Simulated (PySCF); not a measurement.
# Relaxation of singlet AlI₃

Method: PySCF, PBE, basis Al def2-SVP, I def2-SVP with ECP28 (scalar-relativistic core potentials, no spin–orbit coupling, density fitting). A (50,194) grid was used.

A hand-made trigonal planar start, of D3h symmetry, held to at least that symmetry:

Coordinates in bohr (charge 0 multiplicity 1):
```
Al    0.0000    0.0000    0.0000
I     4.8944    0.0000    0.0000
I    -2.4472    4.2387    0.0000
I    -2.4472   -4.2387    0.0000
```

Optimiser trace:
| step | E − E(last) (kJ/mol) | largest gradient (Eh/bohr) |
| --- | --- | --- |
| 0 | 18.89 | 0.02040 |
| 1 | 5.25 | 0.01159 |
| 2 | 0.24 | 0.00270 |
| 3 | 0.00 | 0.00031 |
| 4 | 0.00 | 0.00001 |

It ends at D3h with Al–I 2.475 Å (×3); I–Al–I 120.0° (×3). A frequency run shows a minimum.

Final geometry:
Coordinates in bohr (charge 0 multiplicity 1):
```
Al    0.0000    0.0000    0.0000
I     4.6766    0.0000    0.0000
I    -2.3383    4.0501    0.0000
I    -2.3383   -4.0501    0.0000
```

The relaxation took of the order of 30 core-seconds on a shared host.
